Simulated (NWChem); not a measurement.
Species: ZnH₂SeS; SMILES [SeH][Zn][SH]

```xyz
5

Zn    -0.0106     0.5244    -0.0170
S     -0.0050     2.7034    -0.0420
H     -0.1029     2.7797     1.3053
Se    -0.0277    -1.7639    -0.0061
H      1.4427    -1.7934     0.0813
```
Atoms are numbered in this order, from 1.

All runs: NWChem. The geometry was optimised at PBE0/def2-SVP. Level B3LYP/def2-SVP: energy and gradient on several grids; changes count from the extra-fine grid, which is no exact limit either.

Problem. Which is the coarsest grid (coarse; xfine; fine; medium; xcoarse) from which on the energy stays within 100 μHa and each gradient component within 200 μHa/bohr of xfine?

Solution. medium.
| grid | size of the energy change (μHa) | largest change of a gradient component (μHa/bohr) |
|---|---|---|
| xcoarse | 200 | 10000 |
| coarse | 40 | 1000 |
| medium | 10 | 100 |
| fine | < 10 | 40 |
| xfine | < 10 | < 30 |
